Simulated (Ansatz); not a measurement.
One change: `OCB[SiH2]F` becomes `OCBCl`.

Ansatz, PBE0-D4/def2-TZVP geometries, multiplicity 1. Each molecule was computed in one conformer, which needn't be the lowest. `OCB[SiH2]F` holds a close contact that its SMILES doesn't draw: H···B 1.47 Å.

| property | `OCB[SiH2]F` |
| --- | --- |
| ideal-gas entropy at 298 K and 1 bar (rigid rotor, harmonic PBE0-D4/def2-TZVP) / J/(mol·K) | 343 |
| HOMO energy (B3LYP/def2-TZVPP) / eV | -7.99 |
| size of the dipole moment (B3LYP/def2-TZVPP) / D | 2.08 |
| LUMO energy (PBE/def2-TZVPP) / eV | -1.83 |
| HOMO–LUMO gap (PBE/def2-TZVPP) / eV | 5.01 |
| LUMO energy (ωB97M-V/def2-TZVPP) / eV | 1.01 |

Give the same properties after the change, and the shifts. (An estimate is asked.)

The calculation gave: 
```tsv
property	`OCBCl`	shift
ideal-gas entropy at 298 K and 1 bar (rigid rotor, harmonic PBE0-D4/def2-TZVP) / J/(mol·K)	306	-37
HOMO energy (B3LYP/def2-TZVPP) / eV	-7.86	0.13
size of the dipole moment (B3LYP/def2-TZVPP) / D	1.24	-0.84
LUMO energy (PBE/def2-TZVPP) / eV	-2.45	-0.62
HOMO–LUMO gap (PBE/def2-TZVPP) / eV	4.00	-1.01
LUMO energy (ωB97M-V/def2-TZVPP) / eV	0.56	-0.45
```

With PBE0 the HOMO rises by 0.07 eV and the LUMO falls by 0.55 eV, so the gap narrows by about 0.62 eV. PBE moves the HOMO by 0.40 eV and ωB97M-V by -0.13 eV. The zero-point energy changes by -47.0 kJ/mol with -9 modes. Dipoles are sizes alone; their direction can turn.

Positive LUMOs are unbound, so they and the gaps depend on the basis.

B3LYP here is the variant with VWN-RPA as its local correlation; programs differ in this.
